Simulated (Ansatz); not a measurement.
`O[SiH2][GaH][Br]` + dimethylamine → `C[N](C)[GaH][Br]` + silanol  (cleavage of the Ga–Si bond)

Gas-phase electronic energies from Ansatz, PBE0-D4/def2-TZVP geometries. CCSD(T)/CBS is the MP2 limit (def2-TZVPP, def2-QZVPP) plus CCSD(T) − MP2 in def2-TZVPP, frozen cores. DFT in def2-TZVPP. B3LYP here is the variant with VWN-RPA as its local correlation; programs differ in this. For Br, Ga outer-core shells are correlated without core-valence functions, which leaves a few kJ/mol of doubt a bond. Scalar relativity is left out up to krypton. One conformer a species, not always the lowest.

| level | ΔE (kJ/mol) |
| --- | --- |
| B3LYP-D4 | -35.4 |
| CAM-B3LYP-D4 | -40.3 |
| MP2/def2-SVP | -65.2 |
| SCS-MP2/def2-QZVPP | -53.5 |

(1) What does CCSD(T)/CBS give? (An estimate is asked.)

Largest T1 diagnostic among the species: 0.012.

Results:

(1) Ansatz gave: -45.5 kJ/mol. The listed levels differ from it by 10.1, 5.2, -19.7, -8.0 kJ/mol.

Leaving LDA and LC-ωPBE aside and taking each functional with its dispersion term where it has one, the values, not all of them listed here, spread over 15.3 kJ/mol, from B2PLYP to PBE-D4. LDA lies −14.6 kJ/mol from PBE without D4. In def2-TZVPP, CCSD(T) changes the Hartree–Fock value by −13.9 kJ/mol (the triples alone add −3.1 kJ/mol) and MP2 by −23.3 kJ/mol. From BLYP to BHLYP (50 % exact exchange), in def2-TZVPP and without D4, ΔE moves by −5.7 kJ/mol.

CCSD(T)/CBS has its own doubt, a few kJ/mol and more with outer-core shells, so smaller differences from it don't rank the levels.
